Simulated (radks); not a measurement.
Spherical jellium clusters: N electrons in a uniform positive sphere of charge N and radius rs N^(1/3), rs = 3.41 bohr. Calculated with a radial shooting solver with Libxc functionals: non-relativistic Kohn-Sham, PBE, spin-polarised, spherical densities. Levels are named by radial order and angular momentum (1s, 1p, 1d, 2s, ...), and open shells are averaged over m.

N = 6, configuration 1s2 1p(up 3, down 1). This is the lowest configuration that the search found. Occupied and some empty levels:

level    occupation  eigenvalue (eV)  <r> (bohr)
1s up             1          -5.3730       4.341
1s down           1          -4.9312       4.167
1p up             3          -3.5058       5.392
1p down           1          -2.9206       5.425
1d up             0          -1.3982       6.687
2s up             0          -1.0813       7.758
1d down           0         -0.86463       7.071
2s down           0         -0.85880       8.029

Energy (eV): total -9.56270, kinetic 13.658, external -181.93, Hartree 87.740, exchange-correlation -23.889, background 94.856.
